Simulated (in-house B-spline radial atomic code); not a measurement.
# RPA and G0W0 on BHandHLYP: Zn7+

Configuration [Ar] 3d5, highest spin, mean-field start BHandHLYP. Computed with an all-electron radial atomic-structure program (B-spline basis): all electrons, scalar-relativistic (spin-free one-electron X2C), finite nucleus, each spin shell either full or empty, empty states to l = 9 with an (l + 1/2)⁻⁴ tail; G0W0 by contour deformation at full frequency.

Command:
```bash
python run_gw.py task.json out
```
Settings (radii: box in bohr, nucleus in fm):
```
Z                        30
electrons                23
configuration            [Ar] 3d5
hamiltonian              x2c
method                   bhandhlyp
lmax                     9
rms_radius               3.9283
spin_polarised           True
box_radius               8.41
intervals                67
```

Cost of the run: 4 s on 1 thread of Arm Neoverse N1 (shared host).

Energies (hartree):

```csv
term,value
mean-field total,-1779.25481
Hartree-Fock functional on these orbitals,-1778.13418
direct second order,-1.6997
second-order exchange,0.55609
SOSEX correction,0.52407
```

What is the RPA correlation energy, and what remains with SOSEX?

RPA gives -1.5466 hartree (-1.83 eV per electron); RPA + SOSEX gives -1.0226, and the second-order doubles -1.1436 hartree (no singles). RPA lacks exchange-type terms and so overcorrelates at short range.

Quasi-particle levels (eV):

| level | occupied | mean field | Σx - vxc | Σc | QP weight | G0W0 |
| --- | --- | --- | --- | --- | --- | --- |
| 3d up | yes | -167.22 | -8.30 | ? | ? | ? |
| 3p down | yes | -234.55 | -6.77 | -0.02 | 0.971 | -241.34 |
| 3s down | yes | -286.37 | -11.69 | 6.79 | 0.896 | -291.28 |
| 3d down | no | -141.02 | 10.37 | -5.05 | 0.976 | -135.70 |

G0W0 = mean field + (Σx - vxc) + Σc, with Σc (partial-wave tail included) taken at the quasi-particle energy. Only the outer levels were computed. Levels of low weight are left out.

Where does G0W0 put 3d up?

At -174.25 eV, with Σc = 1.27 eV and a quasi-particle weight of 0.974. The tabulated removal energy is 173.9 ± 1.7 eV (NIST, semi-empirical); the calculation leaves out spin-orbit coupling, Breit and QED terms, and what these don't explain is the method's own error.
